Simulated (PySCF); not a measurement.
Si(F)(Me)(NH2)2 (CH7FN2Si), SMILES C[Si](N)(N)F.

The structure is a stationary point at PBE-D3(BJ)/def2-SVP. This is a generated structure with no PubChem entry under its InChIKey; it may be hypothetical. Other conformers were not sampled.

Two levels are set side by side: PBE/def2-TZVP (PySCF) and CAM-B3LYP/def2-TZVP (PySCF). Same geometry, gas phase. Differences are taken from unrounded values.

```tsv
quantity	CAM-B3LYP
orbital gap (eV)	10.39
highest occupied level (eV)	-8.93
lowest empty level (eV)	1.46
dipole moment (D)	1.89
mean polarisability (bohr³)	50.6
```

**Question.** What does PBE give, and how far is it from CAM-B3LYP? (Estimate from the structure and the level; the computed values follow.)

**Answer.** 
```tsv
quantity	PBE	PBE minus CAM-B3LYP
orbital gap (eV)	5.91	-4.48
highest occupied level (eV)	-6.00	2.93
lowest empty level (eV)	-0.09	-1.55
dipole moment (D)	1.83	-0.07
mean polarisability (bohr³)	53.6	3.0
```

PBE's occupied levels lie high since its potential decays too fast outside the molecule; exact exchange lowers them and widens the gap. Loosely held outer electrons make PBE densities more polarisable. Differences between two approximate levels are no errors against the true value.

Rough cost on one machine, each run with all the roots and properties that it gave: CAM-B3LYP against PBE within a factor of 2.
